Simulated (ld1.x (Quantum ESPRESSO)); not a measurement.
## Before and after: RRKJ potential for rhodium

```json
{"Element": "Rh (Z = 45)", "Generator": "ld1.x (Quantum ESPRESSO) 7.5", "Type": "norm-conserving RRKJ (Kleinman–Bylander form)", "Functional": "PBEsol", "Relativity": "scalar-relativistic", "Frozen core": "[Kr]", "Valence charge": "9", "Reference configuration": "4d8 5s1 5p0", "Partial waves": "5s (bound): rc 2.70 bohr; 4d (bound): rc 1.20 bohr; 5p (bound, empty): rc 4.20 bohr", "Local potential": "the p channel", "Core correction": "a·sin(br)/r model core, default radius (core density twice the valence density)", "rho0": "0.005"}
```

Change: wave 4d (bound): rc 1.20 bohr becomes 4d (bound): rc 1.76 bohr.

Cutoffs: the cutoffs (Ry, on a coarse ladder) from which the occupation-weighted sum of valence levels, in a spherical-Bessel basis at the reference potential, stays within 10 and 1 mRy of its value at 400 Ry; they do not see the model core or the augmentation charge, which bear on the density cutoff. Errors are all-electron minus pseudo energies relative to the spin-unpolarised reference configuration.

Q: What does the change do?

A: The potential gets softer (100 Ry and 140 Ry → 50 Ry and 55 Ry); of the 7 tests that both files solve, the error grows in 1 and shrinks in 0 by more than 15 % and 0.3 meV (median size 13.9 → 17.1 meV); neither file shows a bound ghost at the reference potential, the only one tested. A larger radius leaves more room for a smooth pseudo-wave, so fewer plane waves are needed.

| quantity | base | changed |
| --- | --- | --- |
| cutoff, loose | 100 Ry | 50 Ry |
| cutoff, tight | 140 Ry | 55 Ry |
| loose cutoff by channel (10 mRy a level) | s 6 Ry, d 50 Ry | s 6 Ry, d 40 Ry |
| bound ghosts | none | none |
| error for 4d8 5s0 5p0, meV [ΔE 7.46 eV] | -14 | -13 |
| error for 4d7 5s0 5p0, meV [ΔE 26.97 eV] | -228 | -227 |
| error for 4d6 5s0 5p0, meV [ΔE 59.46 eV] | -1021 | -997 |
| error for 4d8.5 5s0.5 5p0, meV [ΔE -0.63 eV] | -29 | -28 |
| error for 4d7 5s2 5p0, meV [ΔE 2.45 eV] | +9.5 | +17 |
| error for 4d8 5s0.5 5p0, meV [ΔE 2.93 eV] | -0.2 | 0.0 |
| error for 4d8 5s0 5p1, meV [ΔE 3.66 eV] | +0.9 | +1.2 |
| s: phases at 4.54 bohr within 0.05 rad from the reference energy up to (Ry; the scan ends near 5) | -0.0 | -0.0 |
| p: phases at 4.54 bohr within 0.05 rad from the reference energy up to (Ry; the scan ends near 5) | 0.9 | 0.9 |
| d: phases at 4.54 bohr within 0.05 rad from the reference energy up to (Ry; the scan ends near 5) | 0.3 | 0.3 |

Base: These tests converged, but a pseudo level misses the all-electron one widely, so the file describes the atom poorly there or has found another state: 4d6 5s0 5p0: empty 5s by 6.2 eV. Changed file: These tests converged, but a pseudo level misses the all-electron one widely, so the file describes the atom poorly there or has found another state: 4d6 5s0 5p0: empty 5s by 6.2 eV.
